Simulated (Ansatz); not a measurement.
Species: CaF, charge 0, doublet. CaF (SMILES [F][Ca], doublet).
B3LYP-D3(BJ)/def2-TZVP minimum from Ansatz (a program for electronic structure):
```
Ca
F 1 1.9612
```
Charge 0, spin multiplicity 2.

Total energies in hartree (Ansatz). UHF or UKS for unpaired electrons; spin-orbit terms are left out. Correlated methods leave the cores frozen (noble-gas shells, and filled d and f shells in the p block). No relativity. For partners of very few electrons the exact lower level stands in for a higher one. The restricted determinant of Ca ([Ca], singlet) is unstable towards broken spin symmetry in at least one set run. The spin of CaF ([F][Ca], doublet) was assumed, and the state is the lowest solution found for it.

```tsv
species	HF/def2-TZVPP	CCSD(T)/def2-TZVPP	HF/def2-QZVPP	CCSD(T)/def2-QZVPP	CCSDT(Q)/def2-QZVPP
1: CaF (SMILES [F][Ca], doublet)	-776.30677	-776.58841	-776.32829	-776.63830	-776.63857
2: Ca (singlet)	-676.74580	-676.77415	-676.75791	-676.78670	-676.78670
3: F (doublet)	-99.41180	-99.62506	-99.41589	-99.65118	-99.65148
```

### Question
Work out the atomisation energy (electronic, to ground-state atoms) in kcal/mol: take Hartree-Fock from def2-QZVPP, extrapolate the CCSD(T) correlation energy as X^-3 (X = 3, 4), and add CCSDT(Q) - CCSD(T) in def2-QZVPP. 1 hartree = 627.51 kcal/mol.

### Answer

Species 1: correlation (64·(-0.31001) - 27·(-0.28164))/37 = -0.33071; step -0.00027; E1 = -776.32829 + (-0.33071) + (-0.00027) = -776.65927
Species 2: correlation (64·(-0.02879) - 27·(-0.02835))/37 = -0.02911; step +0.00000; E2 = -676.75791 + (-0.02911) + (+0.00000) = -676.78702
Species 3: correlation (64·(-0.23529) - 27·(-0.21326))/37 = -0.25137; step -0.00030; E3 = -99.41589 + (-0.25137) + (-0.00030) = -99.66756
-1·E1 +1·E2 +1·E3 = 0.20469 hartree = 128.4 kcal/mol.
